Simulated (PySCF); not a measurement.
C2H5ClOSi2, SMILES [SiH2]1C=C([Si@@H]1O)Cl.

Geometry optimised at B3LYP-D3(BJ)/def2-SVP. The structure was generated by enumeration; whether it is a known compound was not checked. One conformer was computed; it need not be the lowest.

Computed with TDA-PBE/def2-SVPD in PySCF.

Vertical excitations. Gas-phase values at a fixed geometry.

Computed UV-visible absorptions:
```csv
state,energy (eV),λ (nm),f,main pairs
S1,4.44,280,0.001,HOMO→LUMO 99 %
S2,5.26,236,0.001,HOMO−2→LUMO 92 %
S3,5.40,230,0.022,"HOMO−1→LUMO 66 %, HOMO−1→LUMO+1 19 %"
S4,5.61,221,0.010,HOMO→LUMO+1 86 %
S5,5.81,214,0.001,"HOMO−1→LUMO+1 40 %, HOMO→LUMO+2 23 %, HOMO−3→LUMO 23 %"
S6,5.86,212,0.009,"HOMO−3→LUMO 65 %, HOMO−1→LUMO+1 13 %, HOMO→LUMO+2 10 %"
S7,5.98,207,0.001,HOMO−1→LUMO+2 88 %
S8,6.15,202,0.026,"HOMO→LUMO+3 63 %, HOMO→LUMO+4 19 %"
S9,6.22,199,0.037,"HOMO−1→LUMO+3 48 %, HOMO→LUMO+2 10 %, HOMO−2→LUMO+1 8 %, HOMO→LUMO+4 8 %"
S10,6.26,198,0.104,"HOMO−1→LUMO+3 36 %, HOMO→LUMO+2 14 %, HOMO→LUMO+3 11 %, HOMO−2→LUMO+1 9 %"
T1,3.90,318,0,HOMO−1→LUMO 93 %
T2,4.19,296,0,HOMO→LUMO 97 %
T3,4.91,252,0,HOMO−2→LUMO 92 %
T4,5.14,241,0,HOMO→LUMO+1 91 %
```
Triplets are in the Tamm–Dancoff approximation.
